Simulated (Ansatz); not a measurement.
A run for Ansatz (a quantum-chemistry and plane-wave program): R-PBE/def2-TZVPP on CH5BOS (SMILES CB(O)S), a point of a torsion scan.

Ansatz 0.2 input:
```yaml
crystal:
  periodic: [false, false, false]
  atoms:
    - {symbol: C, position_ang: [-0.73932272, -0.61602863, -0.07480584]}
    - {symbol: B, position_ang: [0.36540052, 0.52680846, 0.02661384]}
    - {symbol: O, position_ang: [0.11145440, 1.83651311, -0.07858491]}
    - {symbol: S, position_ang: [2.11109767, 0.11005923, 0.27861301]}
    - {symbol: H, position_ang: [-0.57169458, -1.42463310, 0.63315977]}
    - {symbol: H, position_ang: [-1.74525895, -0.23364583, 0.09115942]}
    - {symbol: H, position_ang: [-0.72833970, -1.06532749, -1.06774414]}
    - {symbol: H, position_ang: [-0.79337956, 2.11616668, -0.21309398]}
    - {symbol: H, position_ang: [1.96239773, -1.20885373, 0.31497935]}
basis:
  gaussian:
    orbitals: def2-TZVPP
hamiltonian:
  xc: {name: PBE}
scf: {lower_state_search: off}
```

### Question
Predict the final total energy.

### Answer
-539.1906 hartree.
